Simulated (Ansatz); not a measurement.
One change: `[CH3][In]([CH3])[O][SiH3]` becomes `CB(C)O[SiH3]`.

Ansatz, PBE0-D4/def2-TZVP geometries, multiplicity 1. Each molecule was computed in one conformer, which needn't be the lowest.

Elements past krypton have def2 core potentials.

| property | `[CH3][In]([CH3])[O][SiH3]` |
| --- | --- |
| size of the dipole moment (PBE/def2-TZVPP) / D | 3.57 |
| LUMO energy (PBE0/def2-TZVPP) / eV | -1.02 |
| HOMO energy (B3LYP/def2-TZVPP) / eV | -7.30 |
| HOMO energy (ωB97M-V/def2-TZVPP) / eV | -9.74 |
| LUMO energy (B3LYP/def2-TZVPP) / eV | -1.31 |
| HOMO energy (PBE0/def2-TZVPP) / eV | -7.52 |

**Question.** What does the change do to each property? (Estimate.)

**Answer.** Ansatz gave: 
```
                                      property  `CB(C)O[SiH3]`  shift
size of the dipole moment (PBE/def2-TZVPP) / D            0.62  -2.95
            LUMO energy (PBE0/def2-TZVPP) / eV            0.25   1.27
           HOMO energy (B3LYP/def2-TZVPP) / eV           -7.89  -0.59
         HOMO energy (ωB97M-V/def2-TZVPP) / eV          -10.43  -0.69
           LUMO energy (B3LYP/def2-TZVPP) / eV            0.01   1.32
            HOMO energy (PBE0/def2-TZVPP) / eV           -8.10  -0.58
```

With PBE0 the HOMO falls by 0.58 eV and the LUMO rises by 1.27 eV, so the gap widens by about 1.85 eV. PBE moves the HOMO by -0.45 eV and ωB97M-V by -0.69 eV. Dipoles are sizes alone; their direction can turn.

Positive LUMOs are unbound, so they and the gaps depend on the basis.

B3LYP here is the variant with VWN-RPA as its local correlation; programs differ in this.
